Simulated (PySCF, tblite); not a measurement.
Species: C7H13OP.
SMILES with atom numbers: `[CH3:1][C:2]#[C:3][P:4](=[O:5])([CH2:6][CH3:7])[CH2:8][CH3:9]` (hydrogens: H10, H11, H12 on C1; H13, H14 on C6; H15, H16, H17 on C7; H18, H19 on C8; H20, H21, H22 on C9)

Structure used (GFN2-xTB), in Å, numbered top down from 1:
```
atom  x, y, z in Å
C1     3.3589   -1.0784    0.7878
C2     1.9694   -0.6889    0.7542
C3     0.8145   -0.3524    0.6956
P4    -0.8921    0.1253    0.7579
O5    -1.5834   -0.2719    1.9900
C6    -0.8407    1.9478    0.5154
C7    -0.0282    2.4088   -0.6822
C8    -1.6213   -0.6130   -0.7634
C9    -1.7139   -2.1177   -0.5663
H10    3.9284   -0.4968    0.0628
H11    3.4542   -2.1373    0.5493
H12    3.7656   -0.9021    1.7831
H13   -1.8806    2.2825    0.4510
H14   -0.4286    2.3477    1.4473
H15    0.9789    1.9997   -0.6338
H16   -0.4866    2.0846   -1.6134
H17    0.0402    3.4948   -0.6969
H18   -2.6182   -0.1769   -0.8779
H19   -1.0238   -0.3645   -1.6402
H20   -2.2409   -2.3312    0.3621
H21   -0.7170   -2.5508   -0.4951
H22   -2.2453   -2.5899   -1.3907
```

Method: PBE0/pcSseg-1 in PySCF (dipole) on a GFN2-xTB geometry, gas phase.

Take the most abundant isotopes and a rigid rotor. The values belong to one conformer with, in the numbering `[CH3:1][C:2]#[C:3][P:4](=[O:5])([CH2:6][CH3:7])[CH2:8][CH3:9]`, C3–P4–C6–C7 51°, C3–P4–C8–C9 72°.

**Question.** Give the principal moments of inertia and the rotational constants in cm⁻¹.

**Answer.** Ia = 351.83, Ib = 505.04, Ic = 645.98 u·Å²; 505379 MHz·u·Å²/I gives 1436, 1001 and 782.3 MHz, that is A = 0.04791, B = 0.03338, C = 0.02610 cm⁻¹.

**Question.** Classify the top.

**Answer.** An asymmetric top; Ray's κ = -0.332.

**Question.** What does the inertial defect say?

**Answer.** Not planar: Δ = Ic − Ia − Ib = -210.90 u·Å². For a rigid frame Δ = −2 Σ m c², so Σ m c² = 105.45 u·Å² lies off the ab plane: 17.71 from hydrogen and 87.74 from heavier atoms. The atom farthest from that plane is 1.98 Å away.

**Question.** Which lines would a microwave search look for?

**Answer.** The dipole components are |μa| = 2.41 D, |μb| = 1.53 D, |μc| = 3.69 D. Intensities carry the squares of the components, which stand as 0.43 : 0.17 : 1.00 (a : b : c). Some lines, for components of 0.1 D or more:

```
type  branch         J(Ka,Kc)   MHz  lower level (cm⁻¹)
   c       Q  1(1,1) ← 1(0,1)   436               0.059
   b       Q  2(1,1) ← 2(0,2)   936               0.176
   b       Q  2(2,0) ← 2(1,1)  1371               0.208
   b       Q  2(2,1) ← 2(1,2)  1962               0.186
   b       R  1(1,1) ← 0(0,0)  2219               0.000
   c       R  1(1,0) ← 0(0,0)  2437               0.000
   b       R  2(0,2) ← 1(1,1)  3067               0.074
   a       R  2(1,2) ← 1(1,1)  3348               0.074
   a       R  2(0,2) ← 1(0,1)  3502               0.059
   b       R  2(1,2) ← 1(0,1)  3783               0.059
   b       R  2(2,1) ← 1(1,0)  5092               0.081
   c       R  2(2,0) ← 1(1,0)  5155               0.081
   c       R  2(2,1) ← 1(1,1)  5310               0.074
```

**Question.** Estimate the classical rotational partition function at 10 K, 25 K and 50 K.

**Answer.** Point group C1, symmetry number σ = 1; q = (√π/σ)·√((kT/h)³/(ABC)), k/h = 20836.6 MHz/K: 5030 at 10 K, 19900 at 25 K, 56200 at 50 K.

Its lowest GFN2-xTB frequency is 15i cm⁻¹, too small to tell a flat minimum from a shallow saddle. Constants of a rigid frame at the computed geometry: no zero-point averaging, no centrifugal distortion. A rigid rotor knows nothing of internal rotation, which can split or shift real lines.
